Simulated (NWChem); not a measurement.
# C5H10O; SMILES C1CCOCC1

```xyz
16

C      1.0044     0.9156     0.3935
C     -0.3735     1.4454    -0.0230
C     -1.3101     0.2690    -0.3346
O     -0.9621    -0.8617     0.4200
C      0.2560    -1.4342     0.0071
C      1.3092    -0.3770    -0.3538
H      1.0096     0.7111     1.4769
H      1.7845     1.6714     0.2143
H     -0.7929     2.0708     0.7806
H     -0.2889     2.0911    -0.9134
H     -1.2862     0.0291    -1.4179
H     -2.3545     0.5102    -0.0869
H      0.0888    -2.1219    -0.8479
H      0.6001    -2.0471     0.8554
H      2.3158    -0.7552    -0.1164
H      1.3035    -0.1785    -1.4396
```
Atoms are numbered in this order, from 1.

Program: NWChem. Pople sets run with spherical d functions. All runs use the structure optimised with PBE0/def2-SVP.

Q: Taking B3LYP/def2-TZVP as the yardstick, which of these has the fewest basis functions while keeping “highest occupied level (eV)” within 0.1 eV of it: B3LYP/6-311++G**; B3LYP/def2-SVPD; B3LYP/STO-3G; B3LYP/def2-SVP; B3LYP/3-21G; B3LYP/6-31G*; B3LYP/6-31+G*?

A: B3LYP/6-31+G* (a larger set in the list lies outside the tolerance).
| level | basis functions | highest occupied level (eV) |
|---|---|---|
| B3LYP/STO-3G | 40 | -3.51 |
| B3LYP/3-21G | 74 | -6.26 |
| B3LYP/6-31G* | 104 | -6.53 |
| B3LYP/6-31+G* | 128 | -6.83 |
| B3LYP/def2-SVP | 134 | -6.71 |
| B3LYP/6-311++G** | 202 | -6.88 |
| B3LYP/def2-SVPD | 203 | -6.91 |
| B3LYP/def2-TZVP | 246 | -6.85 |

The yardstick is one finite set, not the basis-set limit.
